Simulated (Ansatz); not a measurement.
Name a neutral molecule of C, O, Sn and H with HOMO energy (PBE/def2-TZVPP) between -5.70 and -5.40 eV and HOMO energy (B3LYP/def2-TZVPP) between -6.40 and -6.10 eV (Ansatz, PBE0-D4/def2-TZVP geometry).

`C[O][Sn][CH3]` (-5.40 eV, -6.26 eV); `[CH3][Sn][OH]` (-5.47 eV, -6.33 eV). Other molecules can fit too; these were computed, each in one conformer that needn't be the lowest.

B3LYP here is the variant with VWN-RPA as its local correlation; programs differ in this.
